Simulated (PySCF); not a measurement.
Si(H)(Me)2(SH) (C2H8SSi), SMILES C[SiH](C)S.

Coordinates come from a B3LYP-D3(BJ)/def2-SVP optimisation. One conformer was computed; it need not be the lowest.

These are ωB97X/def2-TZVP (PySCF) values and carry that method's errors.

Symmetry labels are those of the subgroup Cs that the program uses (full group Cs).

Computed valence orbital energies around the gap with their symmetry:
```csv
orbital,symmetry,energy (eV)
HOMO−7,A',-14.37
HOMO−6,A",-13.88
HOMO−5,A",-13.81
HOMO−4,A',-13.53
HOMO−3,A',-11.66
HOMO−2,A",-11.62
HOMO−1,A',-11.07
HOMO,A",-9.54
LUMO,A',2.58
LUMO+1,A',3.02
LUMO+2,A",3.27
LUMO+3,A',3.29
```
